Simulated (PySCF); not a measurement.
Input of a run (PBE0-D3(BJ)/def2-SVP geometry optimisation, gas phase (PySCF 2.14.0)), started from GFN2-xTB:
```
{"job": {"xc": "PBE0", "basis": "def2-SVP", "d3": "d3bj", "grid": 1, "shake": 0.01, "kind": "geom"}, "charge": 0, "multiplicity": 1}
C     -3.205020     0.746990    -0.717890
C     -3.063330    -0.520870     0.057480
S     -2.241950    -0.287850     1.659410
C     -0.522710     0.253410     1.163740
C      0.269120    -0.878250     0.532670
C      1.633360    -0.373650     0.209440
C      2.810520    -0.581020     0.884910
C      3.919170     0.094050     0.297320
C      3.560270     0.800190    -0.782900
S      1.882310     0.656200    -1.149200
H     -2.278470     1.133210    -1.084650
H     -3.664580     1.539950    -0.084780
H     -3.905600     0.612000    -1.586350
H     -4.043700    -0.928570     0.341320
H     -2.511250    -1.275920    -0.509010
H     -0.091270     0.611680     2.097410
H     -0.650740     1.105760     0.482370
H      0.333290    -1.696310     1.254270
H     -0.223380    -1.235390    -0.362230
H      2.848720    -1.183810     1.771330
H      4.887620     0.041230     0.684120
H      4.192550     1.371340    -1.447350
```

Output (energies in Eh, forces in Eh/bohr):
```
step   0  E = -1107.34050192  max force = 0.040032
step   1  E = -1107.34821543  max force = 0.009501
step   2  E = -1107.34861628  max force = 0.002442
step   3  E = -1107.34847158  max force = 0.004557
step   4  E = -1107.34868154  max force = 0.000713
step   5  E = -1107.34868189  max force = 0.000684
step   6  E = -1107.34868831  max force = 0.000110
optimisation converged
```

Q: Summarise the run.

A: The energy falls by 5.1 kcal/mol over 7 energy and gradient evaluations, the largest force component goes from 0.0400 to 1.1e-04 Eh/bohr, and the atoms move by 0.069 Å rms after alignment. The bond that changes most is S3–C4 (sulfide sulfur to sp3 carbon bound to sulfur), which shortens by 0.059 Å. Bonds longer at the end by more than 0.005 Å: 12 of 22; shorter: 3. Among the angles that change most is C4–C5–C6, from 108.4° to 112.6°. Among the dihedrals that turn most is H13–C1–C2–H15, from 70° to 59°. The energy rose by more than 1e-6 Eh at step 3. The first step brought 94 % of the lowering.

Q: What are the final bond lengths?

A: C1–C2 1.517 Å, C2–S3 1.817 Å, S3–C4 1.810 Å, C4–C5 1.529 Å, C5–C6 1.495 Å, C6–C7 1.373 Å, C7–C8 1.424 Å, C8–C9 1.369 Å, C9–S10 1.719 Å, C6–S10 1.731 Å, C1–H11 1.101 Å, C1–H12 1.100 Å, C1–H13 1.102 Å, C2–H14 1.101 Å, C2–H15 1.102 Å, C4–H16 1.101 Å, C4–H17 1.102 Å, C5–H18 1.101 Å, C5–H19 1.103 Å, C7–H20 1.092 Å, C8–H21 1.091 Å, C9–H22 1.089 Å. Numbering counts from 1 in the input's order; the species is `c1sc(cc1)CCSCC`.

The run used 208 basis functions and 49 SCF cycles in all.

Not checked by PBE0-D3(BJ)/def2-SVP frequencies. The numbers are those of one conformer.
